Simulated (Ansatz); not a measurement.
Two structures of BSi2NH7Cl3, singlet, reached by relaxing down either side of one saddle point (PBE0-D4/def2-TZVP). Energies are electronic, without zero-point energy. Ansatz 0.2.0; basis: def2-TZVPP and def2-QZVPP; cores frozen in the correlated methods. Extrapolation: Hartree–Fock as exp(−7.88 √X), correlation as X^−2.97. First:

```xyz
14
angstrom
B -0.3457 -0.2080 -1.5598
Cl -0.0988 1.2102 -2.6915
Cl 0.4822 -1.7283 -2.1801
Cl -2.1181 -0.5062 -1.1725
H 1.2287 0.6459 -0.4372
N 0.3577 0.1853 -0.1662
Si -0.6272 1.3867 0.7984
Si 0.8085 -1.2722 0.8421
H 0.3950 2.1157 1.5898
H -1.3499 2.2951 -0.1045
H -1.4936 0.5995 1.6974
H 2.1161 -1.7765 0.3855
H 0.9467 -0.7121 2.2124
H -0.3015 -2.2353 0.7861
```

Second:

| atom | x (Å) | y (Å) | z (Å) |
| --- | --- | --- | --- |
| B1 | -1.0108 | -0.7906 | -0.9897 |
| Cl2 | 1.8515 | 1.6386 | -2.0716 |
| Cl3 | -0.5190 | -2.3053 | -1.7400 |
| Cl4 | -2.4412 | 0.0133 | -1.6280 |
| H5 | 1.0202 | 0.9163 | -1.4086 |
| N6 | -0.2770 | -0.2336 | 0.0755 |
| Si7 | -0.8995 | 1.2268 | 0.8695 |
| Si8 | 1.0796 | -1.1570 | 0.7524 |
| H9 | 0.0475 | 1.5476 | 1.9617 |
| H10 | -0.9483 | 2.3430 | -0.1012 |
| H11 | -2.2447 | 0.9643 | 1.4312 |
| H12 | 2.1186 | -1.3531 | -0.2831 |
| H13 | 1.6232 | -0.3487 | 1.8677 |
| H14 | 0.5998 | -2.4617 | 1.2642 |

**Question.** Which bonds change from the first to the second?

**Answer.** Si₂NH₇ ([SiH3][NH][SiH3]) + BCl₃ ([Cl][B]([Cl])[Cl]) → BSi₂NH₆Cl₂ ([SiH3][N]([SiH3])[B]([Cl])[Cl]) + HCl; bonds formed: Cl2–H5; dative contacts that become bonds: B1–N6; bonds broken: B1–Cl2, H5–N6.

**Question.** Give the saddle point's structure and its height above each. (To be estimated.)

**Answer.** By the calculation: 1.290 eV above the first and 0.980 eV above the second (CCSD(T) at an estimated basis limit (MP2 extrapolated from triple and quadruple zeta, plus CCSD(T) − MP2 in triple zeta)).
```
14
angstrom
B -0.6417 -0.4683 -1.3131
Cl 1.0219 0.9681 -2.4123
Cl -0.2638 -2.0911 -1.8785
Cl -2.1928 0.2300 -1.7633
H 0.7511 0.6671 -0.8901
N 0.0367 0.0333 -0.0617
Si -0.8530 1.2544 0.9102
Si 1.1161 -1.1198 0.7940
H 0.0416 1.5770 2.0450
H -1.0827 2.4462 0.0714
H -2.1131 0.6613 1.4073
H 2.2050 -1.5121 -0.1211
H 1.6505 -0.3679 1.9522
H 0.3242 -2.2785 1.2601
```

No T1 diagnostic of these runs exceeds 0.012.

The step is the kind of exchange with an N–H group that builds nitride films in atomic layer and chemical vapour deposition. Here a small cluster stands in for the surface site.

Labels in which every atom is bracketed show which atoms are joined, not bond orders.

For scale, one of the runs: CCSD(T)/def2-TZVPP, 370 basis functions, launched by `ansatz run in.yaml --threads 4 --pin off --events-out ev --progress --plain --max-ram 66560MiB --backend cuda --devices 0, --max-vram 37GiB`. Hardware: 4 CPU threads of an AMD EPYC 7R13 and a share of one NVIDIA H100, shared host. Wall time 16 s; peak host memory 0.9 GiB.
